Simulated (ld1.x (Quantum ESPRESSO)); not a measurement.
# u(r) = r·R(r): atom against pseudo-atom (chromium)

Columns: radius, all-electron u(r) and pseudo u(r) of the 4s shell (level -4.20 eV) of chromium in the configuration [Ar] 3d5 4s1 4p0; LDA (PZ), scalar-relativistic, TM scheme, ld1.x (Quantum ESPRESSO) 7.5.

```tsv
r (bohr)	all-electron	pseudo
0.132	-0.1013	-0.0174
0.265	-0.1124	-0.0353
0.398	0.0644	-0.0539
0.530	0.2038	-0.0734
0.663	0.2518	-0.0946
0.795	0.2229	-0.1178
0.928	0.1466	-0.1441
1.060	0.0488	-0.1739
1.193	-0.0555	-0.2089
1.325	-0.1551	-0.2491
1.458	-0.2461	-0.2954
1.590	-0.3251	-0.3460
1.723	-0.3925	-0.3987
1.855	-0.4476	-0.4486
1.988	-0.4921	-0.4921
2.120	-0.5263	-0.5263
2.252	-0.5518	-0.5518
2.385	-0.5697	-0.5697
2.518	-0.5809	-0.5809
2.650	-0.5862	-0.5862
2.782	-0.5867	-0.5867
2.915	-0.5830	-0.5830
3.048	-0.5758	-0.5758
3.180	-0.5658	-0.5658
3.312	-0.5534	-0.5534
3.445	-0.5391	-0.5391
```

Problem. How many radial nodes do the two functions have?

Solution. The all-electron 4s function has n − l − 1 = 3 (the table is too coarse to show those close to the nucleus); the pseudo-wave has 0, since the states of the same l below it are removed with the core.

Problem. At about which radius was the pseudo-wave matched?

Solution. 2.10 bohr, where the columns begin to agree (steps of 0.13 bohr).

Problem. Where does each function peak?

Solution. Outermost all-electron maximum near 2.78 bohr, pseudo maximum near 2.78 bohr (to the table’s step).

Problem. Is the pseudo-wave norm-conserving?

Solution. Yes: the TM scheme keeps the norm inside the radius equal to the all-electron one, which fixes the energy derivative of the logarithmic derivative at the level.
